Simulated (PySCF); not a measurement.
C4H9B.
Atom-mapped SMILES: `[BH2:1][CH:2]1[CH2:3][CH2:4][CH2:5]1` (hydrogens: H6, H7 on B1; H8 on C2; H9, H10 on C3; H11, H12 on C4; H13, H14 on C5)

The calculation used PBE0-D3(BJ)/def2-SVP geometry optimisation, gas phase in PySCF 2.14.0.

Problem. List the bond lengths, angles and torsions at this level.

Solution. 
```csv
bond,length (pm)
B1–C2,154.9
"C2–C3, C2–C5",155.1
"C3–C4, C4–C5",154.1
"B1–H6, B1–H7",121.2
C2–H8,111.5
"C3–H9, C5–H13",110.2
"C3–H10, C5–H14",110.0
C4–H11,110.1
C4–H12,110.1
```

Bonds in one row agree within 1 pm and their mean is given. A selection of angles:
```csv
angle,degrees
C2–B1–H6,120.4
C2–B1–H7,121.1
H6–B1–H7,118.5
B1–C2–C3,123.7
B1–C2–H8,101.4
C3–C2–C5,88.7
C3–C2–H8,108.7
C2–C3–C4,88.6
C2–C3–H9,111.8
C2–C3–H10,117.6
C4–C3–H9,112.2
C4–C3–H10,117.8
H9–C3–H10,108.0
C3–C4–C5,89.4
C3–C4–H11,111.5
C3–C4–H12,117.6
H11–C4–H12,108.2
```

Torsions: B1–C2–C3–C4 -148° (anticlinal); C2–C3–C4–C5 16° (synperiplanar); C3–C4–C5–C2 -16° (synperiplanar); B1–C2–C5–C4 147° (anticlinal). The mirror-image conformer, all signs reversed, is as good.

B1 (three-coordinate boron) is planar (angles 121.1°, 120.4° and 118.5°, sum 359.9°, 0.02 Å off the plane of its three neighbours). The 4-membered ring C2–C3–C4–C5 has internal angles of 88.6° to 89.4°; it is puckered, 0.11 Å rms from its mean plane, widest ring torsion 16°.

Point group: near Cs, missed by 0.12 Å at most; the miss may be what the optimiser left on a soft mode. Whether it is a minimum is left open (no frequencies). One conformer, not necessarily the lowest (H–B1–C2–C3 -37° and 146°, B1–C2–C3–C4 -148°, C2–C3–C4–C5 16°, C3–C4–C5–C2 -16°, B1–C2–C5–C4 147°).
